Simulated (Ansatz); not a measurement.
Species: sum formula ZrOF2 (charge 0, singlet). 
Structure (B3LYP-D3(BJ)/def2-TZVP (Ansatz, a program for electronic structure) minimum search):
```xyz
4

Zr     0.0325    -0.0703    -0.1557
O     -1.3676    -1.0731     0.1502
F     -0.4532     1.7911    -0.4499
F      1.5243    -0.5248     1.0084
```

Quantity: atomisation energy (electronic, to ground-state atoms), in kcal/mol. Cores are frozen in the correlated levels unless marked. Open shells are spin-unrestricted. Spin-orbit coupling is left out. Frozen are the shells of the preceding noble gas and the d and f shells that filled before the atom's block. Past Kr the def2 sets carry scalar-relativistic core potentials. STO-3G rows are all-electron and non-relativistic. The coupled-cluster limit lacks core correlation, which all-electron functionals hold. Basis-set limits of correlation are two-point, X^-3; Hartree-Fock from the larger set. The bracket is a focal-point correction in the basis named.

```json
[
 {"level": "HF/def2-QZVPP", "program": "Ansatz", "atomisation energy (kcal/mol)": "317.0", "minus last row": "-164.8", "rough core time": "under 20 s"},
 {"level": "HF/def2-QZVPPD", "program": "Ansatz", "atomisation energy (kcal/mol)": "317.1", "minus last row": "-164.7", "rough core time": "under 20 s"},
 {"level": "PBE/def2-TZVPD", "program": "Ansatz", "atomisation energy (kcal/mol)": "501.8", "minus last row": "20.0", "rough core time": "under 20 s"},
 {"level": "B3LYP-D3(BJ)/def2-TZVPD", "program": "Ansatz + dftd3", "atomisation energy (kcal/mol)": "472.8", "minus last row": "-9.0", "rough core time": "under 20 s"},
 {"level": "B3LYP-D4/def2-TZVPD", "program": "Ansatz + dftd4", "atomisation energy (kcal/mol)": "473.2", "minus last row": "-8.6", "rough core time": "under 20 s"},
 {"level": "PBE0/def2-TZVP", "program": "Ansatz", "atomisation energy (kcal/mol)": "469.9", "minus last row": "-11.9", "rough core time": "under 20 s"},
 {"level": "PBE0/def2-QZVPP", "program": "Ansatz", "atomisation energy (kcal/mol)": "475.5", "minus last row": "-6.3", "rough core time": "under 20 s"},
 {"level": "LC-wPBE/def2-TZVPD", "program": "Ansatz", "atomisation energy (kcal/mol)": "485.2", "minus last row": "3.4", "rough core time": "under 20 s"},
 {"level": "PBE-QIDH/def2-TZVPD", "program": "Ansatz", "atomisation energy (kcal/mol)": "471.2", "minus last row": "-10.6", "rough core time": "under 20 s"},
 {"level": "RI-MP2/def2-TZVPPD", "program": "Ansatz", "atomisation energy (kcal/mol)": "505.2", "minus last row": "23.4", "rough core time": "under 20 s"},
 {"level": "RI-MP2/def2-QZVPP", "program": "Ansatz", "atomisation energy (kcal/mol)": "513.3", "minus last row": "31.5", "rough core time": "under 20 s"},
 {"level": "RI-MP2/def2-QZVPPD", "program": "Ansatz", "atomisation energy (kcal/mol)": "513.7", "minus last row": "31.9", "rough core time": "under 20 s"},
 {"level": "SCS-MP2/def2-SVP", "program": "Ansatz", "atomisation energy (kcal/mol)": "471.8", "minus last row": "-10.0", "rough core time": "-"},
 {"level": "SCS-MP2/def2-TZVPP", "program": "Ansatz", "atomisation energy (kcal/mol)": "487.2", "minus last row": "5.4", "rough core time": "-"},
 {"level": "SCS-MP2/def2-TZVPPD", "program": "Ansatz", "atomisation energy (kcal/mol)": "488.8", "minus last row": "7.0", "rough core time": "-"},
 {"level": "CCSD/def2-TZVPP", "program": "Ansatz", "atomisation energy (kcal/mol)": "452.4", "minus last row": "-29.4", "rough core time": "-"},
 {"level": "CCSD(T)/STO-3G", "program": "Ansatz", "atomisation energy (kcal/mol)": "444.4", "minus last row": "-37.4", "rough core time": "under 20 s"},
 {"level": "CCSD(T)/def2-SVPD", "program": "Ansatz", "atomisation energy (kcal/mol)": "461.3", "minus last row": "-20.5", "rough core time": "under 20 s"},
 {"level": "RI-MP2/CBS(def2-TZVPP,def2-QZVPP)+[CCSD(T)-MP2]/def2-SVP", "program": "Ansatz", "atomisation energy (kcal/mol)": "484.4", "minus last row": "2.6", "rough core time": "under 20 s"},
 {"level": "RI-MP2/CBS(def2-TZVPP,def2-QZVPP)+[CCSD(T)-MP2]/def2-TZVPP", "program": "Ansatz", "atomisation energy (kcal/mol)": "482.1", "minus last row": "0.3", "rough core time": "30 s"},
 {"level": "RI-MP2/CBS(def2-TZVPPD,def2-QZVPPD)+[CCSD(T)-MP2]/def2-TZVPPD", "program": "Ansatz", "atomisation energy (kcal/mol)": "481.8", "minus last row": "0.0", "rough core time": "60 s"}
]
```

Core times are rough, on shared machines, summed over the molecules involved; a dash marks a level read off another run, or run on other hardware, by another program or under a memory cap.
